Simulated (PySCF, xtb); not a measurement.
H4SSiTe, SMILES [SiH3][Te]S. One conformer was computed; it need not be the lowest.

Harmonic wavenumbers (cm⁻¹) from GFN2-xTB in xtb at its own minimum, in rising order: 71, 91, 146, 344, 359, 489, 491, 726, 754, 760, 796, 2271, 2287, 2320, 2449.

**Question.** What does r2SCAN-D4/def2-SVP in PySCF give at its own minimum? (An estimate is asked for; the answer gives what the named calculation found.)

**Answer.** 93, 136, 250, 327, 344, 544, 552, 761, 872, 919, 940, 2212, 2231, 2240, 2671. Paired by order, the mean absolute difference is 79 cm⁻¹ and the zero-point energies are 20.5 and 21.6 kcal/mol.
